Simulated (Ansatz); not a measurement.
`NB(N)O[SiH3]` + `[OH][Cd][OH]` → `[OH][Cd][O][SiH3]` + `NB(N)O`  (ligand exchange at the Si–O bond)

Isolated molecules relaxed with PBE0-D4/def2-TZVP in Ansatz; ΔE leaves out vibrations. CBS: MP2 limit from def2 TZ/QZ plus the TZ coupled-cluster correction, frozen cores. DFT in def2-TZVPP. def2 core potentials past Kr. For Cd outer-core shells are correlated without core-valence functions, which leaves a few kJ/mol of doubt a bond. One conformer a species, not always the lowest.

CCSD(T)/CBS gives -10.7 kJ/mol.

Question: Another level gave -14.9 kJ/mol. Which?
A. LDA (SPW92)/def2-TZVPP
B. BHLYP/def2-TZVPP
C. HF/def2-TZVPP
D. B97M-V/def2-TZVPP

Answer: B. BHLYP -14.9, B97M-V -10.8, HF/def2-TZVPP -22.0, LDA (SPW92) -4.9 kJ/mol.

Largest T1 diagnostic among the species: 0.017.

In def2-TZVPP, CCSD(T) changes the Hartree–Fock value by +6.8 kJ/mol (the triples alone add +1.0 kJ/mol) and MP2 by +6.9 kJ/mol. From r2SCAN to r2SCAN0 (25 % exact exchange), in def2-TZVPP and without D4, ΔE moves by −3.1 kJ/mol.
